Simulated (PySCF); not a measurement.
C₅H₆Se, SMILES C1(C=C)C[Se]C=1.

Coordinates come from a B3LYP-D3(BJ)/def2-SVP optimisation. The structure was generated by enumeration, and PubChem lists no compound with its InChIKey, so it may never have been made. Other conformers were not sampled.

Two levels are set side by side: TDA-PBE/def2-SVPD (PySCF) and TDA-LC-ωPBE/def2-SVPD (PySCF). Vertical, same geometry. The lowest singlet is HOMO→LUMO+1 100 % with PBE and HOMO→LUMO+1 75 %, HOMO→LUMO+5 13 % with the other functional; states are paired by order. Differences are taken from unrounded values.

```json
[
 {"quantity": "lowest singlet excitation (eV)", "TDA-PBE": "3.29"},
 {"quantity": "lowest triplet excitation (TDA) (eV)", "TDA-PBE": "2.55"},
 {"quantity": "first bright state (f over 0.05) (eV)", "TDA-PBE": "4.04"},
 {"quantity": "its oscillator strength", "TDA-PBE": "0.32"}
]
```

Q: These are the TDA-PBE values. What does TDA-LC-ωPBE give? (An estimate is asked for; the answer gives what the named calculation found.)

A: 
```tsv
quantity	TDA-LC-ωPBE	TDA-PBE minus TDA-LC-ωPBE
lowest singlet excitation (eV)	3.75	-0.47
lowest triplet excitation (TDA) (eV)	2.74	-0.19
first bright state (f over 0.05) (eV)	5.02	-0.98
its oscillator strength	0.43	-0.11
```

A lower first singlet is the usual sign of a functional without exact exchange. Differences between two approximate levels are no errors against the true value.

Rough cost on one machine, each run with all the roots and properties that it gave: TDA-LC-ωPBE against TDA-PBE about 3 times.
